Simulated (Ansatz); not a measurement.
Basis-set extrapolation for C₂H₆SSi₂ (`[SiH3][SiH]1C=CS1`) (PBE0-D4/def2-TZVP geometry, frozen core, Ansatz 0.2.0). Multiplicity 1, RHF reference.

```json
{"": "HF", "def2-TZVPP": "-1054.667683", "def2-QZVPP": "-1054.699874"}
{"": "MP2 correlation", "def2-TZVPP": "-0.732244", "def2-QZVPP": "-0.786283"}
{"": "CCSD(T) correlation", "def2-TZVPP": "-0.829223", "def2-QZVPP": "not run"}
```

Energies in hartree. Use E(X) = E(∞) + A·exp(−7.88·√X) for Hartree–Fock and E(X) = E(∞) + B·X^(−2.97) for correlation, with X = 3 and 4, and add CCSD(T) minus MP2 of the smaller set to the MP2 limit.

What is the CCSD(T) energy at the basis-set limit?

HF limit: -1054.699874 + (-0.032191) × 0.13774 = -1054.70431. MP2 limit: -0.786283 + (-0.054039) × 0.74074 = -0.82631. Higher-order term: -0.829223 − (-0.732244) = -0.09698. Total: -1055.62760 hartree, 3.56 eV below CCSD(T)/def2-TZVPP.
